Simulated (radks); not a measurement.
Values are calculated unless marked as measured or tabulated.
The rubidium anion Rb- inside a hard spherical wall (all orbitals vanish at R), configuration held at [Kr] 5s2 and not refilled when levels cross. Level of theory: scalar-relativistic Kohn-Sham, LDA (Slater exchange, Perdew-Wang correlation), spin-polarised, spherical densities, point nucleus (a radial shooting solver on a logarithmic mesh with Libxc functionals). Eigenvalues in eV for spin up, with the zero of energy where the potential of the charges vanishes at infinity; a dash marks a level that is unbound or too diffuse for the functional's potential to be trusted. A positive occupied level is held by the wall or, in an anion where self-interaction has pushed it up, behind a barrier. The pressure on the wall is -dE/dV.

R (bohr),E (hartree),kinetic (hartree),e(3d),e(4s),e(4p),e(5s),"e(5p, empty)","e(4d, empty)",pressure (GPa)
15,-2977.66848,3048.634,-99.930,-27.696,-11.771,0.984,2.044,2.866,0.0157
8,-2977.58494,3048.892,-97.191,-25.017,-9.151,3.446,5.780,6.517,1.69
6,-2977.39243,3049.432,-94.577,-22.591,-6.838,7.234,11.211,9.950,11.9
5,-2977.09883,3050.307,-91.852,-20.274,-4.647,12.135,17.872,13.324,42.5
3,-2973.11050,3062.704,-69.509,-3.638,12.780,60.997,75.387,38.040,1610
2.5,-2968.18648,3076.727,-52.418,10.638,28.995,108.76,127.17,59.523,5610
2,-2955.28407,3110.689,-22.772,43.042,65.871,214.50,237.66,105.38,24600
